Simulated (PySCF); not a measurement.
**Static response to an electric field**

Compound: C₅H₁₀OSi.
Cartesian coordinates in Å at the GFN2-xTB level; atoms count from 1:
```xyz
17
C5H10OSi angstrom
C      2.6549    0.8928    0.5145
C      1.8681    0.5893   -0.3361
C      0.9056    0.1882   -1.3403
C      0.1001   -1.0437   -0.9039
Si    -0.9268   -0.7717    0.6875
C     -2.0997    0.7021    0.4171
O      0.0513   -0.5357    1.9677
H      3.3624    1.1736    1.2365
H      1.4492   -0.0267   -2.2668
H      0.2290    1.0253   -1.5355
H     -0.5509   -1.3298   -1.7302
H      0.7905   -1.8750   -0.7507
H     -1.6485   -1.9878    1.0533
H     -2.7799    0.8041    1.2569
H     -2.7035    0.5826   -0.4771
H     -1.5587    1.6412    0.3272
H      0.8498   -0.0165    1.8700
```

Level: CAM-B3LYP/def2-SVPD (PySCF), static field, nuclei fixed, core orbitals frozen in the response. The polarisability tensor in these axes (au):

```
x   92.66  4.91  3.70
y    4.91 77.40  2.21
z    3.70  2.21 83.69
```

Problem. Give the principal values, the mean and the anisotropy Δα = √{½[(α1 − α2)² + (α2 − α3)² + (α1 − α3)²]}.

Solution. Principal values 75.79, 82.39 and 95.57 au; mean 84.58 au = 12.53 Å³ = 13.95 × 10⁻⁴⁰ C²·m²/J; Δα = 17.45 au (21 % of the mean).

Problem. What is the dipole moment, and where does it point?

Solution. (0.41, 0.82, -1.88) D, 2.08 D in size, pointing from the negative to the positive side. Measured along this direction, the outermost atoms are H13 and O7 at the negative end and H9 at the positive end.

Problem. Find the Langevin capture rate constant for H3O+ (19.018 u) meeting this molecule (114.050 u), k = 2.342 × 10⁻⁹ cm³/s × √(α in Å³ / reduced mass in u).

Solution. The reduced mass is 16.30 u, so k = 2.05 × 10⁻⁹ cm³/s. The formula leaves out the permanent dipole, which adds to the capture rate.

Problem. Orientational against electronic polarisability at 273 K (dilute gas, rigid molecules)?

Solution. In Gaussian units μ²/3kT = 38.43 Å³ against 12.53 Å³, a ratio of 3.07; the Debye molar polarisation (4π/3)N_A(α + μ²/3kT) is 128.6 cm³/mol, leaving out the vibrational part.

Problem. What depolarisation ratio follows for Rayleigh scattering of linearly polarised light, taking the static tensor?

Solution. ρ = 3Δα²/(45ᾱ² + 4Δα²) = 913.4/(321940 + 1217.8) = 0.00283.

The structure is a single GFN2-xTB conformer in the gas phase; no vibrational or solvent corrections.
